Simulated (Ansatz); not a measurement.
CH7BOSSi can be A, `CS[SiH2]BO`, or B, `CSBO[SiH3]`.

Program: Ansatz. Geometries: PBE0-D4/def2-TZVP. ΔE: electronic, gas phase. CCSD(T)/CBS adds triple-zeta CCSD(T) − MP2 to the extrapolated MP2 energy (def2 sets, frozen cores). Functionals use def2-TZVPP. B3LYP here is the variant with VWN-RPA as its local correlation; programs differ in this. One conformer a species, not always the lowest.

Which isomer does CCSD(T)/CBS put lower? Give the gap. (An estimate is asked.)

Ansatz gave: B, by 31.6 kcal/mol.

Give E(B) − E(A) in kcal/mol with HF/def2-TZVPP, PBE0-D4, B3LYP-D4, B3LYP, B2PLYP, r2SCAN-D4, ωB97M-V. (Best estimate.)

Ansatz gave: HF/def2-TZVPP -36.8, PBE0-D4 -28.6, B3LYP-D4 -32.0, B3LYP -32.3, B2PLYP -33.1, r2SCAN-D4 -31.4, ωB97M-V -31.7. None reverses the order clearly.

Largest T1 diagnostic: 0.013.

From PBE to PBE0 (25 % exact exchange), in def2-TZVPP and without D4, E(B) − E(A) moves by −1.5 kcal/mol. In def2-TZVPP, CCSD(T) changes the Hartree–Fock value by +4.7 kcal/mol (the triples alone add +0.5 kcal/mol) and MP2 by +3.2 kcal/mol.
